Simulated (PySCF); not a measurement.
# Frontier orbitals and the lowest excitations

Compound: C₆H₄F₃S (charge +1).
Cartesian coordinates in Å at the GFN2-xTB level; atoms count from 1:
```
atom  x, y, z in Å
F1     2.4028   -1.1241    0.5880
C2     1.9632   -0.0480   -0.0561
F3     2.4435   -0.0885   -1.3019
F4     2.4595    1.0310    0.5399
C5     0.4376   -0.0094   -0.0998
C6    -0.1937    1.2321   -0.1671
C7    -1.5600    1.3594   -0.2454
S8    -2.6446    0.0636   -0.2763
C9    -1.6259   -1.2822   -0.1911
C10   -0.2550   -1.2197   -0.1153
H11    0.4127    2.1300   -0.1513
H12   -2.0167    2.3390   -0.2919
H13   -2.1305   -2.2391   -0.1982
H14    0.3066   -2.1448   -0.0606
```

Method: TDDFT CAM-B3LYP/def2-SVPD, vertical, gas phase, core orbitals frozen in the response (PySCF).

Frontier orbitals with the atoms that hold most of them (Löwdin shares over 4%, at most four atoms; ? is withheld):

```json
{"orbital": "HOMO-3", "ε (eV)": "-17.51", "atoms": "F1 22%, F4 22%, F3 21%, C10 5%"}
{"orbital": "HOMO-2", "ε (eV)": "-16.98", "atoms": "S8 15%, F3 14%, C5 13%, C2 10%"}
{"orbital": "HOMO-1", "ε (eV)": "-15.66", "atoms": "?"}
{"orbital": "HOMO", "ε (eV)": "-15.40", "atoms": "?"}
{"orbital": "LUMO", "ε (eV)": "-7.43", "atoms": "S8 25%, C5 21%, C7 17%, C9 17%"}
{"orbital": "LUMO+1", "ε (eV)": "-5.80", "atoms": "C6 21%, C10 21%, C9 18%, C7 18%"}
{"orbital": "LUMO+2", "ε (eV)": "-3.43", "atoms": "S8 64%, C9 11%, C7 11%"}
```

(1) Which atoms hold the HOMO-1, and with what shares?

(2) Which atoms hold the HOMO, and with what shares?

(3) How does S1 compare with the orbital gap of 7.96 eV?

(4) One configuration dominates each of S1, S2, S3, S6 and S7. Which, and how do the shares of the two leading atoms of either orbital change from the occupied to the empty one?

Results:

(1) S8 (bonded to 2 C) 31%; C5 (bonded to 3 C) 23%; C6 (bonded to 2 C and H) 12%; C10 (bonded to 2 C and H) 12%. By element: carbon 46% or more, sulfur 31%.

(2) C7 (bonded to C, S and H) 23%; C9 (bonded to C, S and H) 23%; C10 (bonded to 2 C and H) 19%; C6 (bonded to 2 C and H) 18%.

(3) S1 is at 4.88 eV (f = 0.062), 3.08 eV below the gap, made of HOMO→LUMO (89%), HOMO-1→LUMO+1 (10%). 

(4) 
- S1 (4.88 eV, f 0.062), HOMO→LUMO (89%): C7 23% → 17%, C9 23% → 17%, S8 at most 17% → 25%, C5 at most 17% → 21%
- S2 (5.48 eV, f 0.136), HOMO-1→LUMO (86%): S8 31% → 25%, C5 23% → 21%
- S3 (5.98 eV, f 0.0088), HOMO-2→LUMO (85%): S8 15% → 25%, F3 14% → at most 18%, C5 13% → 21%
- S6 (6.90 eV, f 0.210), HOMO-1→LUMO+1 (86%): S8 31% → at most 18%, C5 23% → at most 18%, C6 12% → 21%, C10 12% → 21%
- S7 (7.09 eV, f 0.536), HOMO→LUMO+1 (85%): C7 23% → 18%, C9 23% → 18%, C6 18% → 21%, C10 19% → 21%

Löwdin shares depend on the basis, the more so with diffuse functions.

Hardware: one thread, Arm Neoverse V2, shared host. Cost: 59 s wall.
